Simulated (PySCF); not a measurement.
C₅H₁₁Se (charge -1).
SMILES: `CC(C)(C)C[Se-]`

Torsions of this conformer, `[CH3:1][C:2]([CH3:3])([CH3:4])[CH2:5][Se-:6]`: C1–C2–C5–Se6 180°.

The closed-shell ground state was solved at several levels (PySCF, density fitting, gas phase). Geometry: PBE0-D3(BJ)/def2-SVP; no solvent, vibrations or thermal averaging. The calculation is non-relativistic and has no spin–orbit coupling, an omission that weighs most on selenium. The HOMO energy is positive, so at this level the finite basis confines the outermost electrons. No diffuse functions stand in pcJ-1 (pcSseg-1 on Se) and pcSseg-1, which bears on an anion's orbital energies.

```json
{"level": "B3LYP/def2-SVPD", "basis functions": "229", "HOMO (eV)": "0.06", "LUMO (eV)": "3.47", "gap (eV)": "3.41"}
{"level": "PBE0/pcSseg-1", "basis functions": "181", "HOMO (eV)": "0.46", "LUMO (eV)": "4.87", "gap (eV)": "4.41"}
```

Question: Estimate the row for B3LYP/pcJ-1 (pcSseg-1 on Se), a basis of 286 functions; the other rows only guide the guess.

Answer: HOMO 0.75 eV, LUMO 4.64 eV, gap 3.89 eV.

Question: Over all these levels, which gives the widest orbital gap and which the narrowest?

Answer: PBE0/pcSseg-1 (global hybrid, 25 % exact exchange) has the widest, 4.41 eV, and B3LYP/def2-SVPD (global hybrid, 20 % exact exchange) the narrowest, 3.41 eV. Functional and basis both differ between the two, so the spread mixes both effects.
